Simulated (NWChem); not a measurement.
The numbers come from NWChem runs, not from measurements. System: C$_{2}$H$_{5}$N$_{3}$Si, charge 0, spin multiplicity 1, at a geometry optimised with B3LYP/def2-SVP. The structure started from a generated list of species. Level: MP2/def2-SVP, 10 core orbitals frozen.

Input file:

```
start mol
memory heap 200 mb stack 800 mb global 1000 mb
geometry units angstroms nocenter noautoz
  N      2.099009    -0.335021     0.000000
  Si     0.621982     0.536791     0.000000
  N     -0.452641     0.041426     1.349392
  C     -1.501375    -0.393419     0.765064
  C     -1.501375    -0.393419    -0.765064
  N     -0.452641     0.041426    -1.349392
  H      2.475391    -0.749552     0.845074
  H      2.475391    -0.749552    -0.845074
  H      0.761110     2.016397     0.000000
  H     -2.379617    -0.773079     1.318780
  H     -2.379617    -0.773079    -1.318780
  symmetry group Cs
end
basis spherical
  * library def2-svp
end
scf
  rhf
  nopen 0
  maxiter 100
  thresh 1e-7
  semidirect memsize 60000000 filesize 0
end
mp2
  freeze core 10
end
task mp2 energy
```

Output (cleaned and shortened):

```
             Northwest Computational Chemistry Package (NWChem) 7.3.0
             --------------------------------------------------------

                                NWChem Input Module
                                -------------------

 Scaling coordinates for geometry "geometry" by  1.889725989
 (inverse scale =  0.529177249)

 Turning off AUTOSYM since
 SYMMETRY directive was detected!

                             Geometry "geometry" -> ""
                             -------------------------

 Output coordinates in angstroms (scale by  1.889725989 to convert to a.u.)

  No.       Tag          Charge          X              Y              Z
 ---- ---------------- ---------- -------------- -------------- --------------
    1 N                    7.0000     2.09900900    -0.33502100     0.00000000
    2 Si                  14.0000     0.62198200     0.53679100     0.00000000
    3 N                    7.0000    -0.45264100     0.04142600     1.34939200
    4 C                    6.0000    -1.50137500    -0.39341900     0.76506400
    5 C                    6.0000    -1.50137500    -0.39341900    -0.76506400
    6 N                    7.0000    -0.45264100     0.04142600    -1.34939200
    7 H                    1.0000     2.47539100    -0.74955200     0.84507400
    8 H                    1.0000     2.47539100    -0.74955200    -0.84507400
    9 H                    1.0000     0.76111000     2.01639700     0.00000000
   10 H                    1.0000    -2.37961700    -0.77307900     1.31878000
   11 H                    1.0000    -2.37961700    -0.77307900    -1.31878000

 Effective nuclear repulsion energy (a.u.)     283.1288661740

            Nuclear Dipole moment (a.u.)
            ----------------------------
        X                 Y               Z
 ---------------- ---------------- ----------------
    -0.0000094486    -0.0000037795     0.0000000000

      Symmetry information
      --------------------

 Group name             Cs
 Group number              2
 Group order               2
 No. of unique centers     7

      Symmetry unique atoms

     1    2    3    4    7    9   10


 Summary of "ao basis" -> "" (spherical)
 ------------------------------------------------------------------------------
       Tag                 Description            Shells   Functions and Types
 ---------------- ------------------------------  ------  ---------------------
 *                          def2-svp                  on all atoms

 Summary of "ao basis" -> "ao basis" (spherical)
 ------------------------------------------------------------------------------
       Tag                 Description            Shells   Functions and Types
 ---------------- ------------------------------  ------  ---------------------
 N                          def2-svp                 6       14   3s2p1d
 Si                         def2-svp                 8       18   4s3p1d
 C                          def2-svp                 6       14   3s2p1d
 H                          def2-svp                 3        5   2s1p

                                 NWChem SCF Module
                                 -----------------

  ao basis        = "ao basis"
  functions       =   113
  atoms           =    11
  closed shells   =    26
  open shells     =     0
  charge          =   0.00
  wavefunction    = RHF
  use symmetry    = T
  symmetry adapt  = T

 Summary of "ao basis" -> "ao basis" (spherical)
 ------------------------------------------------------------------------------
       Tag                 Description            Shells   Functions and Types
 ---------------- ------------------------------  ------  ---------------------
 N                          def2-svp                 6       14   3s2p1d
 Si                         def2-svp                 8       18   4s3p1d
 C                          def2-svp                 6       14   3s2p1d
 H                          def2-svp                 3        5   2s1p

      Symmetry analysis of basis
      --------------------------

        a'         65
        a"         48

 Forming initial guess at       0.1s

      Superposition of Atomic Density Guess
      -------------------------------------

 Sum of atomic energies:        -529.21710521

      Non-variational initial energy
      ------------------------------

 Total energy =    -532.434474
 1-e energy   =   -1287.728440
 2-e energy   =     472.165100
 HOMO         =      -0.281891
 LUMO         =      -0.102825

      Symmetry analysis of molecular orbitals - initial
      -------------------------------------------------

  Numbering of irreducible representations:

     1 a'          2 a"

  Orbital symmetries:

     1 a'          2 a'          3 a'          4 a"          5 a'
     6 a"          7 a'          8 a'          9 a'         10 a"
    11 a'         12 a'         13 a"         14 a'         15 a"
    16 a'         17 a"         18 a'         19 a'         20 a'
    21 a"         22 a'         23 a"         24 a'         25 a"
    26 a'         27 a'         28 a'         29 a"         30 a"
    31 a'         32 a'         33 a"         34 a"         35 a'
    36 a'

 Starting SCF solution at       1.3s

 ----------------------------------------------
         Quadratically convergent ROHF

 Convergence threshold     :          1.000E-07
 Maximum no. of iterations :          100
 Final Fock-matrix accuracy:          1.000E-09
 ----------------------------------------------

              iter       energy          gnorm     gmax       time
             ----- ------------------- --------- --------- --------
[...]
        Time for solution =      2.7s

       Symmetry analysis of molecular orbitals - final
       -----------------------------------------------

  Numbering of irreducible representations:

     1 a'          2 a"

  Orbital symmetries:

     1 a'          2 a"          3 a'          4 a'          5 a'
     6 a"          7 a'          8 a'          9 a"         10 a'
    11 a'         12 a"         13 a'         14 a'         15 a"
    16 a'         17 a'         18 a"         19 a'         20 a"
    21 a'         22 a'         23 a'         24 a"         25 a"
    26 a'         27 a'         28 a'         29 a"         30 a'
    31 a"         32 a"         33 a'         34 a"         35 a'
    36 a'

             Final eigenvalues
             -----------------

              1
    1  -68.7944
    2  -15.5533
    3  -15.5533
    4  -15.5466
    5  -11.3053
    6  -11.3048
    7   -6.1583
    8   -4.2696
    9   -4.2696
   10   -4.2682
   11   -1.2485
   12   -1.1549
   13   -1.1251
   14   -0.8887
   15   -0.7439
   16   -0.7309
   17   -0.6744
   18   -0.6636
   19   -0.5885
   20   -0.5713
   21   -0.5549
   22   -0.4836
   23   -0.4341
   24   -0.4263
   25   -0.4144
   26   -0.3934
   27    0.0698
   28    0.1766
   29    0.1927
   30    0.2050
   31    0.2266
   32    0.2378
   33    0.2447
   34    0.2526
   35    0.2907
   36    0.3109

                       ROHF Final Molecular Orbital Analysis
                       -------------------------------------

 Vector   24  Occ=2.000000D+00  E=-4.263404D-01  Symmetry=a"
              MO Center= -5.5D-01, -1.2D-02, -3.8D-14, r^2= 3.1D+00
   Bfn.  Coefficient  Atom+Function         Bfn.  Coefficient  Atom+Function
  ----- ------------  ---------------      ----- ------------  ---------------
    38      0.381827   3 N  pz               80      0.381827   6 N  pz
    41     -0.313334   3 N  pz               83     -0.313334   6 N  pz
    24      0.158778   2 Si pz

 Vector   25  Occ=2.000000D+00  E=-4.143793D-01  Symmetry=a"
              MO Center= -7.7D-01, -7.8D-02,  2.0D-15, r^2= 2.6D+00
   Bfn.  Coefficient  Atom+Function         Bfn.  Coefficient  Atom+Function
  ----- ------------  ---------------      ----- ------------  ---------------
    37      0.289596   3 N  py               79     -0.289596   6 N  py
    40     -0.240357   3 N  py               82      0.240357   6 N  py
    51     -0.215266   4 C  py               65      0.215266   5 C  py
    54     -0.183946   4 C  py               68      0.183946   5 C  py

 Vector   26  Occ=2.000000D+00  E=-3.933887D-01  Symmetry=a'
              MO Center=  2.7D-01, -1.7D-02, -7.4D-15, r^2= 4.5D+00
   Bfn.  Coefficient  Atom+Function         Bfn.  Coefficient  Atom+Function
  ----- ------------  ---------------      ----- ------------  ---------------
     5      0.255334   1 N  py                8     -0.241012   1 N  py
    38     -0.241100   3 N  pz               80      0.241100   6 N  pz
     4      0.233470   1 N  px               41      0.220425   3 N  pz
    83     -0.220425   6 N  pz                7     -0.200879   1 N  px
    52     -0.168836   4 C  pz               66      0.168836   5 C  pz

 Vector   27  Occ=0.000000D+00  E= 6.978335D-02  Symmetry=a'
              MO Center= -8.1D-01, -1.3D-01,  5.2D-16, r^2= 3.4D+00
   Bfn.  Coefficient  Atom+Function         Bfn.  Coefficient  Atom+Function
  ----- ------------  ---------------      ----- ------------  ---------------
     3      0.395680   1 N  s                54     -0.344313   4 C  py
    68     -0.344313   5 C  py               26      0.342216   2 Si py
    40      0.309310   3 N  py               82      0.309310   6 N  py
   100     -0.298220   9 H  s                25     -0.281767   2 Si px
    37     -0.236108   3 N  py               79     -0.236108   6 N  py

 Vector   28  Occ=0.000000D+00  E= 1.766296D-01  Symmetry=a'
              MO Center=  2.1D+00, -4.7D-01,  8.7D-16, r^2= 5.2D+00
   Bfn.  Coefficient  Atom+Function         Bfn.  Coefficient  Atom+Function
  ----- ------------  ---------------      ----- ------------  ---------------
     3      1.570571   1 N  s                90     -0.907019   7 H  s
    95     -0.907019   8 H  s                18     -0.667296   2 Si s
   100      0.546620   9 H  s                25     -0.423354   2 Si px
    49     -0.233956   4 C  s                63     -0.233956   5 C  s
    26     -0.218429   2 Si py              105      0.187014  10 H  s

 Vector   29  Occ=0.000000D+00  E= 1.926587D-01  Symmetry=a"
              MO Center=  6.8D-01,  6.1D-01,  4.0D-16, r^2= 4.7D+00
   Bfn.  Coefficient  Atom+Function         Bfn.  Coefficient  Atom+Function
  ----- ------------  ---------------      ----- ------------  ---------------
    27      1.349267   2 Si pz               35     -0.573933   3 N  s
    77      0.573933   6 N  s               105     -0.388344  10 H  s
   110      0.388344  11 H  s                90     -0.381985   7 H  s
    95      0.381985   8 H  s                39     -0.276486   3 N  px
    81      0.276486   6 N  px               54     -0.255798   4 C  py

 center of mass
 --------------
 x =  -0.01824166 y =   0.01922930 z =   0.00000000

 moments of inertia (a.u.)
 ------------------
         320.711548115466         -52.384497577872           0.000000000000
         -52.384497577872         809.499349344957           0.000000000000
           0.000000000000           0.000000000000         630.347371246323

  Mulliken analysis of the total density
  --------------------------------------

    Atom       Charge   Shell Charges
 -----------   ------   -------------------------------------------------------
    1 N    7     7.56   1.99  0.93  0.51  2.43  1.69  0.01
    2 Si  14    12.92   2.00  1.99  0.89  0.01  5.94  1.14  0.52  0.43
    3 N    7     7.50   1.99  1.02  0.63  2.28  1.55  0.03
    4 C    6     5.91   1.99  0.91  0.25  1.94  0.75  0.07
    5 C    6     5.91   1.99  0.91  0.25  1.94  0.75  0.07
    6 N    7     7.50   1.99  1.02  0.63  2.28  1.55  0.03
    7 H    1     0.83   0.69  0.09  0.05
    8 H    1     0.83   0.69  0.09  0.05
    9 H    1     1.16   0.75  0.40  0.01
   10 H    1     0.94   0.75  0.16  0.02
   11 H    1     0.94   0.75  0.16  0.02

       Multipole analysis of the density wrt the origin
       ------------------------------------------------

     L   x y z        total         open         nuclear
     -   - - -        -----         ----         -------
     0   0 0 0      0.000000      0.000000     52.000000

     1   1 0 0     -0.082913      0.000000     -0.000009
     1   0 1 0     -0.612163      0.000000     -0.000004
     1   0 0 1      0.000000      0.000000      0.000000

     2   2 0 0    -24.898377      0.000000    322.589933
     2   1 1 0     -0.395277      0.000000     28.855518
     2   1 0 1      0.000000      0.000000     -0.000000
     2   0 2 0    -31.423247      0.000000     46.730522
     2   0 1 1     -0.000000      0.000000     -0.000000
     2   0 0 2    -36.792662      0.000000    133.638366

                   NWChem MP2 Semi-direct Energy/Gradient Module
                   ---------------------------------------------

  Basis functions       =    113
  Molecular orbitals    =    113
  Frozen core           =     10
  Frozen virtuals       =      0
  Active alpha occupied =     16
  Active beta occupied  =     16
  Active alpha virtual  =     87
  Active beta virtual   =     87
  Use MO symmetry       = T
  Use skeleton AO sym   = T

  AO/Fock/Back tols     =   1.0D-09  1.0D-09  1.0D-09

 GA uses MA = F    GA memory limited = T

 Available:
  local mem=  1.15D+08
 global mem=  1.31D+08
 local disk=  0.00D+00
  mp2_memr nvloc                    87
  nvloc new                    87
   1 passes of  16:        3145728                      61544                  29256412.
   1 passes of  16: M    114683649           G      131046462           F     111537921.

 Semi-direct pass number   1 of   1  for RHF alpha+beta  at        4.1s
  vrange nnbf                  6177
  mp2_eaftype                   111  avail_ma_in_mb                   999
 EAF : mp2_eaftype filesize         111   14628206.
  mp2_eaf for mointskh                    111
Node 0 wrote     68.8 Mb in      0.0 s     Agg I/O rate:  1920.8 Mb/s
 Done moints_semi at       10.1s
  mp2_eaftype                   111  avail_ma_in_mb                   888
 EAF : mp2_eaftype filesize         111   14628206.
  mp2_eaf for kh                   111
 Done maket at       10.7s
 Done multipass loop at       10.7s

          -------------------------------------------
          SCF energy                -530.673302673341
          Correlation energy          -0.832176631575
          Singlet pairs               -0.514712350210
          Triplet pairs               -0.317464281366
          Total MP2 energy          -531.505479304917
          -------------------------------------------

          ---------------------------------------------------
                    Spin Component Scaled (SCS) MP2
          Same spin pairs                     -0.211642854244
          Same spin scaling factor             0.333333333333
          Opposite spin pairs                 -0.620533777332
          Opposite spin scaling fact.          1.200000000000
          SCS-MP2 correlation energy          -0.815188150879
          Total SCS-MP2 energy              -531.488490824221
          ---------------------------------------------------

 -----------------------
 Performance information
 -----------------------

 Timer overhead =  2.25D-07 seconds/call

               Nr. of calls         CPU time (s)                 Wall time (s)                GFlops
             ---------------    -------------------     ------------------------------   -------------------
Name         Min   Avg   Max    Min     Avg     Max     Min     Avg     Max   Mx/calls   Min     Max     Sum
mp2: moin     1     1     1    6.0     6.0     6.0      6.0     6.0     6.0     6.0      0.0     0.0     0.0
mp2: make     1     1     1   0.54    0.54    0.54     0.54    0.54    0.54    0.54      0.0     0.0     0.0
mp2: tota     1     1     1    6.6     6.6     6.6      6.6     6.6     6.6     6.6      0.0     0.0     0.0

 The average no. of pstat calls per process was 3.00D+00
 with a timing overhead of 6.76D-07s

 Task  times  cpu:       10.6s     wall:       10.6s

 Total times  cpu:       10.7s     wall:       10.7s
```
